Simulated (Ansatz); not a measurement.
The inner images of a band of ClH3Si + H2O + H2O (11 atoms, charge 0, multiplicity 1) are given out of order.

The calculation used RKS PBE0/6-31G* in Ansatz 0.2.0.

Image 0:

```xyz
11
Properties=species:S:1:pos:R:3
Si -0.478 0.003 -1.710
Cl 1.465 -0.517 -1.110
H -0.533 -0.595 -3.077
H -1.492 -0.693 -0.890
H -0.620 1.465 -1.873
H -0.173 0.525 1.360
O -0.571 1.134 0.700
H 1.330 -0.955 1.379
O 0.808 -0.747 2.170
H -0.007 1.917 0.731
H 0.271 -1.537 2.319
```

Image 8:

```xyz
11
Properties=species:S:1:pos:R:3
Si -1.213 0.426 -1.583
Cl 2.844 0.077 0.700
H -1.008 -0.200 -2.918
H -2.582 0.135 -1.092
H -1.019 1.897 -1.710
H -0.120 -0.304 1.364
O -0.186 -0.241 -0.439
H 1.802 -0.092 1.555
O 0.381 -0.330 2.211
H 0.768 -0.120 -0.592
H 0.333 -1.250 2.505
```

Question: Put them in order from the first end to the last, with their energies above the first end.
A.
```xyz
11
Properties=species:S:1:pos:R:3
Si -1.201 0.454 -1.457
Cl 2.817 0.027 0.519
H -0.792 -0.805 -2.140
H -2.608 0.337 -1.003
H -1.057 1.585 -2.413
H -0.093 -0.270 1.458
O -0.306 0.720 -0.066
H 1.850 -0.434 1.351
O 0.478 -0.788 2.069
H 0.643 0.886 -0.207
H 0.269 -1.714 1.888
```
B.
```xyz
11
Properties=species:S:1:pos:R:3
Si -0.473 0.073 -1.320
Cl 1.666 0.176 -0.903
H -0.283 -1.109 -2.210
H -1.678 -0.379 -0.565
H -0.747 1.279 -2.131
H -0.315 0.515 1.204
O -0.498 1.246 0.558
H 1.292 -0.894 1.193
O 0.559 -0.908 1.832
H 0.304 1.789 0.593
H 0.172 -1.789 1.748
```
C.
```xyz
11
Properties=species:S:1:pos:R:3
Si -0.865 0.314 -1.139
Cl 2.154 0.062 -0.418
H -0.272 -1.025 -1.430
H -2.308 0.070 -0.950
H -0.576 1.255 -2.247
H -0.106 -0.124 1.410
O -0.524 1.061 0.355
H 1.486 -0.585 0.701
O 0.541 -0.832 1.731
H 0.341 1.508 0.355
H 0.129 -1.704 1.633
```
D.
```xyz
11
Properties=species:S:1:pos:R:3
Si -1.239 0.458 -1.583
Cl 2.870 0.030 0.704
H -0.974 -0.561 -2.637
H -2.605 0.269 -1.037
H -1.112 1.813 -2.187
H -0.095 -0.274 1.456
O -0.212 0.269 -0.276
H 1.854 -0.282 1.547
O 0.446 -0.581 2.217
H 0.739 0.399 -0.440
H 0.329 -1.540 2.236
```
E.
```xyz
11
Properties=species:S:1:pos:R:3
Si -0.597 0.179 -1.187
Cl 1.808 0.402 -0.858
H -0.236 -1.209 -1.581
H -2.039 -0.030 -0.816
H -0.598 1.218 -2.236
H -0.309 0.357 1.171
O -0.486 1.092 0.495
H 1.296 -0.856 1.106
O 0.560 -0.902 1.752
H 0.381 1.554 0.455
H 0.220 -1.805 1.700
```
F.
```xyz
11
Properties=species:S:1:pos:R:3
Si -1.099 0.411 -1.282
Cl 2.646 0.010 0.094
H -0.522 -0.917 -1.637
H -2.552 0.260 -1.030
H -0.851 1.359 -2.400
H -0.098 -0.234 1.480
O -0.457 0.996 0.156
H 1.780 -0.529 0.981
O 0.515 -0.879 1.898
H 0.470 1.276 0.067
H 0.169 -1.752 1.671
```
G.
```xyz
11
Properties=species:S:1:pos:R:3
Si -0.443 -0.015 -1.532
Cl 1.602 -0.132 -1.047
H -0.466 -0.867 -2.757
H -1.322 -0.704 -0.561
H -0.822 1.354 -1.940
H -0.210 0.602 1.298
O -0.490 1.296 0.660
H 1.272 -0.956 1.296
O 0.604 -0.871 1.995
H 0.222 1.949 0.693
H 0.053 -1.658 1.894
```

Answer: G (+0.02 eV), B (+0.34 eV), E (+0.57 eV), C (+0.28 eV), F (-0.04 eV), A (-0.07 eV), D (-0.08 eV).

Time of the run: 9.5 min on 2 threads of Arm Neoverse V1, on a shared host, peak memory 0.18 GiB.
